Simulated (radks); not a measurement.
Spherical quantum dot in the effective-mass picture: electrons in a parabolic well V = omega^2 r^2 / 2 with omega = 0.349, all in effective atomic units (hartree* = m*/eps^2 hartree, bohr* = eps/m* bohr), one dielectric constant everywhere. Method: non-relativistic Kohn-Sham, PBE, spin-polarised, spherical densities; computed with a radial shooting solver with Libxc functionals. Levels are named by radial order and angular momentum (1s, 1p, 1d, 2s, ...), and open shells are averaged over m. Results are scaled to m* = 0.078 and eps = 11.7, for which hartree* = 15.51 meV and bohr* = 7.938 nm.

N = 3, configuration 1s2 1p(up 1, down 0). This is the lowest configuration that the search found. Occupied and some empty levels:

level,occupation,eigenvalue (meV),<r> (nm)
1s up,1,21.322,18.07
1s down,1,21.812,17.64
1p up,1,25.185,22.54
1p down,0,25.851,22.52
1d up,0,29.573,26.12
1d down,0,30.238,26.32
2s up,0,30.560,23.87
2s down,0,30.844,24.05
1f up,0,34.260,29.31
1f down,0,34.853,29.56

Energy (meV): total 45.8778, kinetic 11.552, external 19.395, Hartree 25.558, exchange-correlation -10.628.

Electron density:

r (nm),n(r) (e/nm^3)
1.87,0.00007790
3.96,0.00007653
6.05,0.00007409
8.14,0.00007049
10.2,0.00006566
12.3,0.00005961
14.4,0.00005249
16.5,0.00004463
18.6,0.00003645
20.7,0.00002845
22.7,0.00002114
24.8,0.00001489
26.9,9.928e-06
29.0,6.280e-06
31.1,3.778e-06
33.2,2.164e-06
35.3,1.180e-06
37.4,6.111e-07
39.5,3.002e-07
41.5,1.399e-07
